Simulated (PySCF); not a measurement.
## Pb2O(OH)2 at several levels of theory

Computed with PySCF 2.14.0 (density fitting, no spin-orbit coupling) at the geometry relaxed with PBE0:

```xyz
7
Pb2O(OH)2 (singlet)
Pb   -1.2723    0.0000    2.0503
Pb   -1.2723    0.0000   -2.0503
O    -0.8632    0.0000    0.0000
O     0.7657    0.0000    2.5790
H     1.2829    0.0000    1.7617
O     0.7657    0.0000   -2.5790
H     1.2829    0.0000   -1.7617
```

```json
{"level": "PBE0", "basis": "Pb def2-SVP with ECP60, O def2-SVP, H def2-SVP", "state": "singlet", "HOMO (eV)": "-6.81", "gap (eV)": "4.79", "charge on Pb1 (e)": "0.75", "dipole about the centre of mass (D)": "4.40", "largest force component (eV/Å)": "0.02"}
{"level": "HF", "basis": "the same", "state": "singlet", "HOMO (eV)": "-9.85", "gap (eV)": "10.46", "charge on Pb1 (e)": "1.04", "dipole about the centre of mass (D)": "5.63", "largest force component (eV/Å)": "1.19"}
{"level": "CAM-B3LYP", "basis": "the same", "state": "singlet", "HOMO (eV)": "-8.11", "gap (eV)": "6.95", "charge on Pb1 (e)": "0.74", "dipole about the centre of mass (D)": "4.48", "largest force component (eV/Å)": "0.24"}
{"level": "TPSS", "basis": "the same", "state": "singlet", "HOMO (eV)": "-5.54", "gap (eV)": "2.97", "charge on Pb1 (e)": "0.67", "dipole about the centre of mass (D)": "3.78", "largest force component (eV/Å)": "0.61"}
{"level": "r2SCAN", "basis": "the same", "state": "singlet", "HOMO (eV)": "-5.76", "gap (eV)": "3.19", "charge on Pb1 (e)": "0.73", "dipole about the centre of mass (D)": "4.02", "largest force component (eV/Å)": "0.19"}
{"level": "PBE0", "basis": "Pb def2-TZVP with ECP60, O def2-TZVP, H def2-TZVP", "state": "singlet", "HOMO (eV)": "-7.03", "gap (eV)": "4.89", "charge on Pb1 (e)": "0.82", "dipole about the centre of mass (D)": "5.02", "largest force component (eV/Å)": "0.44"}
```

Charges are Mulliken's, which hang on the basis. The relaxation used the grid (50, 194), these runs (75, 302) or, all-electron (x2c bases, spin-free X2C Hamiltonian), (99, 590).

Q: What does PBE0 with Pb x2c-SVPall, O x2c-SVPall, H x2c-SVPall give here?

A: state singlet, HOMO (eV) -6.84, gap (eV) 4.80, charge on Pb1 (e) 0.77, dipole about the centre of mass (D) 4.36, largest force component (eV/Å) 0.34. Time: 67 s on 2 threads of Arm Neoverse V2 (shared host), from free ions and atoms.

In the first row's basis the gap widens with exact exchange: 3.0 to 3.2 eV for TPSS, r2SCAN (none); 4.8 eV for PBE0 (a fixed share); 6.9 to 10.5 eV for CAM-B3LYP, Hartree–Fock (rising or full at long range).

A frequency check found unstable modes (1, the lowest at -14 cm⁻¹), so the relaxed geometry is a saddle point, or these are noise.
